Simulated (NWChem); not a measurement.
# AgH2OF; SMILES [OH2]->[Ag][F]

All runs: NWChem. All runs use the structure optimised with PBE0/def2-SVP. def2 effective core potentials on Ag; no spin-orbit coupling. Ions are spin-unrestricted doublets at the neutral geometry; other ion states weren't tried.

**Question.** What does the run give for PBE0/def2-SVP? Quantities: vertical ionisation energy, ΔSCF (eV); −ε(HOMO) (eV).

**Answer.** 
```
Quantity                               Value
-------------------------------------  -----
vertical ionisation energy, ΔSCF (eV)   9.51
−ε(HOMO) (eV)                           6.91
```
